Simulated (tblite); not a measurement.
A tight-binding relaxation on `C/N=C/[C@H](NC)[GeH2][SiH3]`.

Computed with GFN2-xTB geometry optimisation, gas phase (tblite 0.8.0). Start geometry: from a force field or distance geometry. The command runs a driver script over a list of jobs; the input below is this job's line of settings and its coordinates in Å.

Command:
```bash
OMP_NUM_THREADS=1 python probes_run.py task.json out
```

Input:
```
{"job": {"kind": "relax", "xc": "GFN2-xTB", "basis": "xTB"}, "charge": 0, "multiplicity": 1}
C     -1.985300    -2.006900    -0.901400
N     -0.987400    -1.040500    -0.540900
C     -1.150500    -0.206900     0.429900
C     -0.089200     0.799200     0.770200
N      0.319700     1.564700    -0.396200
C     -0.718500     2.529600    -0.794800
Ge     1.453200    -0.157000     1.517300
Si     2.539400    -1.361900    -0.128300
H     -1.615400    -2.623600    -1.742700
H     -2.923200    -1.479900    -1.216700
H     -2.222500    -2.672600    -0.042500
H     -2.099400    -0.189600     0.982100
H     -0.470000     1.468600     1.589400
H      1.173900     2.123400    -0.152400
H     -0.361900     3.124700    -1.664300
H     -1.647800     2.005900    -1.079600
H     -0.930500     3.240500     0.041700
H      2.442800     0.867900     2.113200
H      0.978400    -1.115400     2.649100
H      2.921400    -0.456200    -1.216800
H      3.732300    -1.992400     0.434300
H      1.630100    -2.402100    -0.651300
```

Output:
```
step      E/eV     max force
  0    -684.40882    1.967
  1    -684.51240    1.785
  2    -684.57768    0.598
  3    -684.61324    0.375
  4    -684.63820    0.415
  5    -684.66280    0.334
  6    -684.68299    0.271
  7    -684.69691    0.245
  8    -684.70605    0.189
  9    -684.71170    0.134
... (201 lines left out)
211    -684.94697    0.012
212    -684.94701    0.015
213    -684.94705    0.015
214    -684.94708    0.012
215    -684.94712    0.013
216    -684.94715    0.013
217    -684.94718    0.013
218    -684.94721    0.011
219    -684.94723    0.010
220    -684.94725    0.009
```

«max force» is the largest atomic force in eV/Å.

Task: From which step on does the largest force stay under 0.1 eV/Å, and how much energy is left to gain from there?

Result: From step 77 (0.083 eV/Å), 33.5 meV above the end.

Summary of the converged run: energy lowered by 12.4 kcal/mol over 220 steps; largest atomic force 0.009 eV/Å at the end.

Task: Give the final coordinates.

Result: 0.643 Å rms from the input after alignment:
```
atom  x, y, z in Å
C1    -1.8000   -2.2457   -0.4838
N2    -0.9118   -1.2852    0.0933
C3    -1.1471   -0.0533    0.0264
C4    -0.1844    0.8558    0.6974
N5     0.3722    1.8433   -0.2167
C6    -0.5652    2.8662   -0.6390
Ge7    1.2727   -0.3552    1.3479
Si8    2.3434   -1.5328   -0.3554
H9    -1.2371   -2.8431   -1.2018
H10   -2.6654   -1.7889   -0.9808
H11   -2.1457   -2.9133    0.3067
H12   -2.0298    0.3584   -0.4796
H13   -0.7305    1.3459    1.5279
H14    1.1507    2.2936    0.2601
H15   -0.0265    3.6353   -1.1906
H16   -1.3050    2.4249   -1.3069
H17   -1.0969    3.3404    0.2014
H18    2.2141    0.6014    2.0931
H19    0.7050   -1.1425    2.5056
H20    1.9559   -1.0151   -1.6660
H21    3.8005   -1.4127   -0.2404
H22    2.0205   -2.9581   -0.2997
```

Task: How long does this job take on an AMD EPYC with one thread, shared host with 64 logical CPUs at a one-minute load of 54?

Result: About 6.7 s.
Labels such as C1 count atoms from 1, the log's own numbers from 0.
